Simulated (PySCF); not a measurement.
An unknown is described by computed data only.

Formula: C3H8O4Si.

- 1H NMR: chemical shifts (computed TMS as zero) by class: 5.96 (1 H), 4.99 (2 H), 4.58 (2 H), 3.61 (3 H) ppm [GIAO B3LYP/pcSseg-1]
- NMR, other nuclei: isotropic shieldings of nuclei other than C and H, by class: -89 (1 O), 137 (1 O), 307 (1 O), 318 (1 O), 374 (1 Si) ppm [GIAO B3LYP/pcSseg-1]
- Dipole: 2.51 D [wB97X-D/def2-SVPD]
- Rotational structure: rotational constants A, B, C: 6.217, 0.760, 0.689 GHz [PBE0-D3(BJ)/def2-SVP]
- UV, first state: lowest singlet excitation: 6.21 eV (200 nm, f = 0.000) [TDDFT wB97X-D/def2-SVPD]
- 13C NMR: chemical shifts (computed TMS as zero) by class: 182.1 (1 C), 64.4 (1 C), 50.0 (1 C) ppm [GIAO B3LYP/pcSseg-1]

Gas-phase values; electronic properties from PySCF, density fitting. Levels stand in brackets. One conformer (not necessarily the lowest) at the PBE0-D3(BJ)/def2-SVP geometry, without solvent, vibrations or thermal averaging. NMR values are class means; diastereotopic atoms form classes of their own.

Problem. Give a SMILES that accounts for the data.

Solution. Numbering: `[CH3:1][O:2][SiH2:3][O:4][CH2:5][C:6](=[O:7])[OH:8]`. Its formula, C3H8O4Si, gives 1 degree of unsaturation: 0 rings and 1 π bond in the structure found. 3 carbons fall into 3 classes; from least to most shielded: carboxylic acid carbon [C6] (182.1 ppm), sp3 carbon bound to oxygen [C5] (64.4 ppm), methoxy carbon [C1] (50.0 ppm). Hydrogen classes from least to most shielded: 1 H on an acid hydroxyl oxygen, O8 (5.96 ppm), 2 H on an oxygen-bound silicon, Si3 (4.99 ppm), 2 H on an sp3 carbon bound to oxygen, C5 (4.58 ppm), 3 H on a methoxy carbon, C1 (3.61 ppm). The other shieldings belong to: -89 ppm, acid carbonyl oxygen [O7]; 137 ppm, acid hydroxyl oxygen [O8]; 307 ppm, silyl ether oxygen [O2]; 318 ppm, silyl ether oxygen [O4]; 374 ppm, oxygen-bound silicon [Si3]. By its constants the optimised geometry is an asymmetric top. Structure: `CO[SiH2]OCC(=O)O`. The assignments are read from this structure; whether some other isomer fits the data as well wasn't checked.
